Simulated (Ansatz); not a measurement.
Reaction (hydrogenolysis of the Si–Se bond): `[SeH][SiH]1BC1` + H₂ → `B1C[SiH2]1` + H₂Se

Isolated molecules relaxed with PBE0-D4/def2-TZVP in Ansatz; ΔE leaves out vibrations. CCSD(T)/CBS is the MP2 limit (def2-TZVPP, def2-QZVPP) plus CCSD(T) − MP2 in def2-TZVPP, frozen cores. This one scheme is used for every species. For Se outer-core shells are correlated without core-valence functions, which leaves a few kJ/mol of doubt a bond. Scalar relativity is left out up to krypton. One conformer a species, not always the lowest.

```
         species  CCSD(T)/CBS(def2) energy (Eh)
`[SeH][SiH]1BC1`                    -2755.59871
              H₂                       -1.17544
    `B1C[SiH2]1`                     -354.85519
            H₂Se                    -2401.89790
```

Task: Work out ΔE.

Result: ΔE = (-354.85519) + (-2401.89790) − (-2755.59871) − (-1.17544) = 0.02106 Eh = +55.3 kJ/mol.

Largest T1 diagnostic among the species: 0.014.

From BLYP to BHLYP (50 % exact exchange), in def2-TZVPP and without D4, ΔE moves by −8.7 kJ/mol. At CCSD(T), def2-SVP lies −20.7 kJ/mol from the extrapolated value and def2-TZVPP −5.0 kJ/mol.
